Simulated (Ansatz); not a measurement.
CH$_{8}$BFSi$_{2}$ (`BC([SiH3])[SiH2]F`) at its PBE0-D4/def2-TZVP geometry, where that method's forces vanish. Charge 0, multiplicity 1.

```csv
atom,x (Å),y (Å),z (Å)
B1,1.308,0.136,-1.095
C2,0.210,0.590,-0.123
Si3,0.455,-0.254,1.552
Si4,-1.447,-0.033,-0.697
F5,-1.650,0.269,-2.258
H6,2.092,0.910,-1.563
H7,1.390,-1.022,-1.397
H8,0.172,1.671,0.048
H9,0.967,-1.634,1.371
H10,-0.845,-0.321,2.278
H11,1.413,0.532,2.369
H12,-2.539,0.658,0.027
H13,-1.527,-1.502,-0.512
```

(1) For each bond, give half the difference of the two atoms' forces along it (eV/Å; positive pushes the atoms apart) under PBE-D4, r2SCAN-D4, B3LYP-D4, ωB97M-V in def2-TZVPP. (Estimate.)

## Answers

(1) The calculation gave: 
| bond | length (Å) | PBE-D4 | r2SCAN-D4 | B3LYP-D4 | ωB97M-V |
| --- | --- | --- | --- | --- | --- |
| B1–C2 | 1.536 | -0.08 | 0.03 | 0.08 | 0.12 |
| B1–H6 | 1.196 | 0.08 | -0.04 | -0.13 | -0.14 |
| B1–H7 | 1.199 | 0.06 | -0.03 | -0.09 | -0.09 |
| C2–Si3 | 1.892 | 0.06 | 0.03 | 0.14 | 0.08 |
| C2–Si4 | 1.861 | 0.01 | 0.02 | 0.08 | 0.01 |
| C2–H8 | 1.095 | 0.10 | 0.00 | -0.05 | -0.06 |
| Si3–H9 | 1.483 | 0.05 | -0.03 | -0.08 | -0.11 |
| Si3–H10 | 1.490 | 0.07 | -0.03 | -0.09 | -0.11 |
| Si3–H11 | 1.484 | 0.08 | -0.03 | -0.13 | -0.14 |
| Si4–F5 | 1.603 | 0.50 | 0.03 | 0.17 | 0.17 |
| Si4–H12 | 1.482 | 0.03 | -0.03 | -0.14 | -0.16 |
| Si4–H13 | 1.483 | 0.00 | -0.03 | -0.11 | -0.13 |

B3LYP here is the variant with VWN-RPA as its local correlation; programs differ in this.

All numbers were calculated with Ansatz.
